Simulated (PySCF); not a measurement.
**One elementary step**

Start structure (BH₄OF₃, closed shell), relaxed at PBE0-D4/def2-TZVP:

```xyz
9
angstrom
B -0.3702 -0.8711 -0.0753
H -1.3043 -0.1008 -0.2697
F -0.3453 -1.9568 -0.8739
F -0.0904 -1.1151 1.2363
H 0.8163 0.9540 -0.2885
O 0.9480 0.0340 -0.5918
H -1.0447 1.4489 0.2400
F -0.4060 2.1345 0.2814
H 1.7546 -0.3106 -0.1860
```

The step: BHF₂ ([F][BH][F]) + H₂O + HF → BHOF₂ ([OH][B]([F])[F]) + HF + H₂; bonds formed: H2–H7, H5–F8; dative contacts that become bonds: B1–O6; bonds broken: B1–H2, H5–O6, H7–F8. Program: PySCF 2.14 with density fitting (its default auxiliary sets; JK sets also for MP2 and CCSD(T)). Basis: def2-TZVPP and def2-QZVPP. Cores are frozen in the correlated methods. Extrapolation: Hartree–Fock as exp(−7.88 √X), correlation as X^−2.97. Energies below are by CCSD(T) at an estimated basis limit (MP2 extrapolated from triple and quadruple zeta, plus CCSD(T) − MP2 in triple zeta).

**Question.** What are the electronic barrier and the energy of the step, from the start structure to the end structure? (To be estimated.)

**Answer.** The calculation gives: Barrier 0.827 eV; step energy -0.794 eV (downhill); reverse barrier, their difference, 1.621 eV. Barrier and step energy count from the start structure, the reverse barrier from the end structure.

The saddle point: One imaginary mode of 1252i cm⁻¹.
```tsv
pair	start (Å)	saddle (Å)	end (Å)
B1–O6	1.68	1.50	1.36
H2–H7	1.65	0.94	0.75
H5–F8	1.79	1.17	0.93
B1–H2	1.23	1.40	3.07
H5–O6	0.98	1.18	1.76
H7–F8	0.94	1.24	2.85
```

Zero-point energy (harmonic, PBE0-D4): ZPE is 1.554 eV at the start and 1.427 eV at the saddle, so the barrier goes from 0.827 to 0.700 eV.

The T1 diagnostic stays at or below 0.012.

Labels in which every atom is bracketed show which atoms are joined, not bond orders.

For scale, one of the runs: CCSD(T)/def2-TZVPP, 211 basis functions, launched by `OMP_NUM_THREADS=4 python run.py`. Hardware: 4 CPU threads of an Intel Xeon, shared host. Wall time 22 min; peak host memory 4.2 GiB.
